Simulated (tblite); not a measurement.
Species: C₅H₉O₂ (doublet state).
Numbering: `[CH2:1]=[CH:2][CH2:3][CH2:4][C@H:5]([O:6])[OH:7]` (hydrogens: H8, H9 on C1; H10 on C2; H11, H12 on C3; H13, H14 on C4; H15 on C5; H16 on O7)

Structure used (GFN2-xTB), in Å, numbered top down from 1:
```
atom  x, y, z in Å
C1    -2.8231    0.3186    0.1060
C2    -1.7312    0.0349    0.7927
C3    -0.3666    0.5503    0.4525
C4     0.5110   -0.6222    0.0507
C5     2.0509   -0.1837   -0.1297
O6     2.7428   -1.1653   -0.5603
O7     2.4695    0.4094    1.0669
H8    -3.7891   -0.0617    0.3908
H9    -2.7989    0.9583   -0.7609
H10   -1.7796   -0.6136    1.6570
H11    0.0716    1.0425    1.3234
H12   -0.4310    1.2732   -0.3622
H13    0.2012   -1.0652   -0.8936
H14    0.5327   -1.3915    0.8227
H15    1.9489    0.6560   -0.8647
H16    3.1833   -0.1310    1.4323
```

Computed geometry: GFN2-xTB, gas phase. This method treats the open shell by occupation alone, without spin polarisation.

Masses are those of the commonest isotopes; rigid-rotor values at the optimised geometry. The values belong to one conformer with, in the numbering `[CH2:1]=[CH:2][CH2:3][CH2:4][C@H:5]([O:6])[OH:7]`, C1–C2–C3–C4 -115°, C2–C3–C4–C5 -172°, C3–C4–C5–O6 -175°, C4–C5–O7–H 117°.

**Question.** What are A, B and C (MHz)?

**Answer.** Ia = 68.54, Ib = 442.08, Ic = 479.95 u·Å²; 505379 MHz·u·Å²/I gives A = 7373, B = 1143, C = 1053 MHz.

**Question.** Classify the top.

**Answer.** A near-prolate asymmetric top; Ray's κ = -0.971.

**Question.** What does the inertial defect say?

**Answer.** Not planar: Δ = Ic − Ia − Ib = -30.67 u·Å². For a rigid frame Δ = −2 Σ m c², so Σ m c² = 15.34 u·Å² lies off the ab plane: 9.99 from hydrogen and 5.35 from heavier atoms. The atom farthest from that plane is 1.48 Å away.

**Question.** Give the other two planar moments, Paa and Pbb, and the rms extents of the mass along the axes.

**Answer.** Paa = Σ m a² = (Ib + Ic − Ia)/2 = 426.74 and Pbb = Σ m b² = (Ia + Ic − Ib)/2 = 53.21 u·Å². With the mass M = 101.06 u, the rms extents √(P/M) along a, b and c are 2.05, 0.73, 0.39 Å.

For this open shell read J as N, the rotation without spin; fine and hyperfine splittings come on top. Its GFN2-xTB frequencies are all real (lowest 58 cm⁻¹). Constants of a rigid frame at the computed geometry: no zero-point averaging, no centrifugal distortion.

On one thread, Arm Neoverse V2 (aarch64), no GPU, shared host with 192 logical CPUs at a one-minute load of 28, this took 0.46 s of wall time. That covers the optimisation of the geometry.
